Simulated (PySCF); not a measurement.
C3H6O2Si, SMILES C=C=C[SiH](O)O. Geometry: PBE-D3(BJ)/def2-SVP. The structure was generated by enumeration, and PubChem lists no compound with its InChIKey, so it may never have been made. One conformer was computed; it need not be the lowest.

Computed equilibrium geometry at PBE-D3(BJ)/def2-SVP (PySCF confirms it by a frequency run) as Cartesian coordinates in Å (one conformer of several):
```xyz
12

C      2.5430     0.9299    -0.8645
C      1.3269     0.4755    -1.1001
C      0.0947     0.0303    -1.2422
Si    -0.9931    -0.0656     0.2815
O     -1.3671    -1.6943     0.4414
O     -0.1691     0.5752     1.5900
H      2.7786     2.0041    -0.9515
H      3.3698     0.2455    -0.6090
H     -0.2643    -0.3035    -2.2337
H     -2.2502     0.7433     0.1768
H     -2.0264    -1.8892     1.1307
H      0.7978     0.4571     1.5349
```
